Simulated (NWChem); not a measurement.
Species: ZrCl$_{3}$F; SMILES [F][Zr]([Cl])([Cl])[Cl]

def2 effective core potentials on Zr; no spin-orbit coupling.

### Question
Give the equilibrium geometry at PBE0/def2-SVP with def2 effective core potentials on Zr (NWChem) as a Z-matrix, with the point group.

### Answer
point group C3v; any orientation.
```
Zr
F 1 1.8804
Cl 1 2.3292 2 109.07
Cl 1 2.3292 2 109.07 3 120.00
Cl 1 2.3292 2 109.07 3 -120.00
```
